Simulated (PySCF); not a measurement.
## Nuclear quadrupole coupling in isopropyl acetate

Compound: isopropyl acetate, C₅H₁₀O₂.
SMILES with atom numbers: `[CH3:1][C:2](=[O:3])[O:4][CH:5]([CH3:6])[CH3:7]` (hydrogens: H8, H9, H10 on C1; H11 on C5; H12, H13, H14 on C6; H15, H16, H17 on C7)

Geometry (PBE0-D3(BJ)/def2-SVP, Å), atoms numbered from 1 in this order:
```
atom  x, y, z in Å
C1     2.599   -0.006    0.009
C2     1.207    0.005    0.572
O3     0.929   -0.088    1.740
O4     0.297    0.134   -0.402
C5    -1.087    0.160   -0.017
C6    -1.814    0.935   -1.093
C7    -1.594   -1.258    0.159
H8     2.708   -0.844   -0.695
H9     3.325   -0.100    0.823
H10    2.780    0.919   -0.558
H11   -1.151    0.687    0.949
H12   -2.882    1.022   -0.845
H13   -1.724    0.428   -2.066
H14   -1.397    1.948   -1.192
H15   -2.660   -1.251    0.432
H16   -1.041   -1.767    0.960
H17   -1.479   -1.827   -0.776
```

Field gradients from the PBE0/pcSseg-1 density (PySCF, non-relativistic), principal values in atomic units, ordered |Vxx| ≤ |Vyy| ≤ |Vzz|:

```tsv
atom	Vxx	Vyy	Vzz
O3	0.6742	0.9719	-1.6461
O4	-0.5162	-1.1411	1.6573
```

Question: Find the asymmetry η = (Vxx − Vyy)/Vzz and the couplings χ = eQV/h (234.96 MHz × Q in barn × V in au), with Q(17O) = −0.0256 b.

Answer: 
```tsv
atom	environment	nucleus	η	χzz (MHz)	χxx (MHz)	χyy (MHz)
O3	ester carbonyl oxygen	17O	0.18	9.90	-4.06	-5.85
O4	ester single-bonded oxygen	17O	0.38	-9.97	3.11	6.86
```

The tensor is traceless: Vxx + Vyy + Vzz = 0.

Question: What is Vzz at O4 in SI units (1 au = 9.71736 × 10²¹ V/m²)?

Answer: 1.6573 au = 16.105 × 10²¹ V/m².

Question: What couplings would deuterons (Q(2H) = 0.00286 b) have in place of the hydrogens, at this geometry?

Answer: 
| atom | bonded to | bond length (Å) | Vzz (au) | η | χzz (kHz) |
| --- | --- | --- | --- | --- | --- |
| H8 | C1 | 1.100 | 0.2915 | 0.04 | 196 |
| H9 | C1 | 1.095 | 0.2960 | 0.02 | 199 |
| H10 | C1 | 1.100 | 0.2917 | 0.03 | 196 |
| H11 | C5 | 1.102 | 0.2709 | 0.09 | 182 |
| H12 | C6 | 1.100 | 0.2926 | 0.03 | 197 |
| H13 | C6 | 1.101 | 0.2900 | 0.03 | 195 |
| H14 | C6 | 1.100 | 0.2929 | 0.03 | 197 |
| H15 | C7 | 1.100 | 0.2927 | 0.03 | 197 |
| H16 | C7 | 1.099 | 0.2905 | 0.02 | 195 |
| H17 | C7 | 1.101 | 0.2904 | 0.02 | 195 |

One conformer (not necessarily the lowest) at the PBE0-D3(BJ)/def2-SVP geometry, without solvent, vibrations or thermal averaging. With so small a basis the couplings can be 20 % off.

These values come from a run that also computed NMR shieldings. On x86-64 server, one thread, on a shared host, this took 40 s wall.
